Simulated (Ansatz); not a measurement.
`FCC(CF)C(F)F` and `FCC(F)CF` differ in one atom or group.

Ansatz, PBE0-D4/def2-TZVP geometries, multiplicity 1. Each molecule was computed in one conformer, which needn't be the lowest.

| property | `FCC(CF)C(F)F` |
| --- | --- |
| HOMO–LUMO gap (B3LYP/def2-TZVPP) / eV | 10.29 |
| LUMO energy (B3LYP/def2-TZVPP) / eV | 0.92 |
| ideal-gas entropy at 298 K and 1 bar (rigid rotor, harmonic PBE0-D4/def2-TZVP) / J/(mol·K) | 381 |
| HOMO–LUMO gap (ωB97M-V/def2-TZVPP) / eV | 14.86 |
| LUMO energy (PBE/def2-TZVPP) / eV | 0.25 |
| HOMO energy (ωB97M-V/def2-TZVPP) / eV | -11.97 |

**Question.** What does the change do to each property? (Estimate.)

**Answer.** Computed: 
| property | `FCC(F)CF` | shift |
| --- | --- | --- |
| HOMO–LUMO gap (B3LYP/def2-TZVPP) / eV | 9.94 | -0.35 |
| LUMO energy (B3LYP/def2-TZVPP) / eV | 0.68 | -0.24 |
| ideal-gas entropy at 298 K and 1 bar (rigid rotor, harmonic PBE0-D4/def2-TZVP) / J/(mol·K) | 333 | -48 |
| HOMO–LUMO gap (ωB97M-V/def2-TZVPP) / eV | 14.43 | -0.43 |
| LUMO energy (PBE/def2-TZVPP) / eV | 0.18 | -0.07 |
| HOMO energy (ωB97M-V/def2-TZVPP) / eV | -11.90 | 0.07 |

With PBE0 the HOMO rises by 0.09 eV and the LUMO falls by 0.21 eV, so the gap narrows by about 0.30 eV. PBE moves the HOMO by 0.12 eV and ωB97M-V by 0.07 eV. The zero-point energy changes by -56.4 kJ/mol with -9 modes.

B3LYP here is the variant with VWN-RPA as its local correlation; programs differ in this.
